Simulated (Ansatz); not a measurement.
System: H₂SiOCl, charge 0, doublet. H2SiOCl (SMILES O[SiH]Cl, doublet).
B3LYP-D3(BJ)/def2-TZVP minimum from Ansatz (a first-principles code):
```
Si
O 1 1.6454
H 2 0.9618 1 119.02
H 1 1.4861 2 105.01 3 168.99
Cl 1 2.0818 4 108.15 2 118.53
```
Charge 0, spin multiplicity 2.

Wanted: atomisation energy (electronic, to ground-state atoms), in kcal/mol. Radicals and triplets start from unrestricted determinants; spin-orbit coupling is neglected. CBS(X,Y): correlation extrapolated as X^-3, Hartree-Fock from the larger set. A bracket is a step between two methods taken in the basis named. Functionals run without relativity, which enters their misses. Double hybrids freeze cores in their MP2 part. 'core' is core correlation in cc-pwCVTZ (1s frozen past Ne), 'X2C' scalar relativity in cc-pVTZ-DK, both at CCSD(T). Where a partner has so few electrons that a lower coupled-cluster level is exact, that level stands in.

CCSD(T)/CBS(cc-pV(T+d)Z,cc-pV(Q+d)Z) + [CCSDT(Q) - CCSD(T)]/cc-pV(D+d)Z + core + X2C (Ansatz) gives 385.7 kcal/mol.

Task: What does PBE/def2-TZVPD (Ansatz) give here, and how do the other levels compare?

Result: PBE gives 387.1 kcal/mol, 1.4 kcal/mol above it. Differences of the others: r2SCAN/def2-TZVPD (Ansatz) 1.8; B2PLYP/def2-TZVPD (Ansatz) -8.6; CCSD(T)/CBS(cc-pV(T+d)Z,cc-pV(Q+d)Z) + core + X2C (Ansatz) -0.6 kcal/mol. Nearer than PBE: CCSD(T)/CBS(cc-pV(T+d)Z,cc-pV(Q+d)Z) + core + X2C.
